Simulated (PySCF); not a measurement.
A calculated (UHF, PySCF 2.14, x2c-QZVPPall with one added diffuse shell each of s, p, d, f, g type, the spin-free X2C one-electron Hamiltonian (Gaussian nucleus)) atom or ion has these occupied shells.

```
shell  electrons  orbital energy (eV)  rms radius, mean of both spins (bohr)
 1s β          1             -25668.0                                 0.0357
 1s α          1             -25668.0                                 0.0357
 2s α          1              -3885.0                                  0.146
 2s β          1              -3884.6                                  0.146
 2p α          3              -3481.8                                  0.130
 2p β          3              -3481.4                                  0.130
 3s α          1              -767.97                                  0.392
 3s β          1              -767.80                                  0.392
 3p α          3              -631.93                                  0.394
 3p β          3              -631.71                                  0.394
 3d α          5              -417.29                                  0.376
 3d β          5              -416.79                                  0.376
 4s α          1              -139.90                                  0.976
 4s β          1              -137.89                                  0.976
 4p α          3              -98.313                                   1.07
 4p β          3              -95.800                                   1.07
 4d α          5              -36.655                                   1.42
 4d β          4              -35.533                                   1.42
```

Problem. Name the element and its charge.

Solution. Ag(2+) (silver, charge +2), in [Kr] 4d9, 2D determinant.
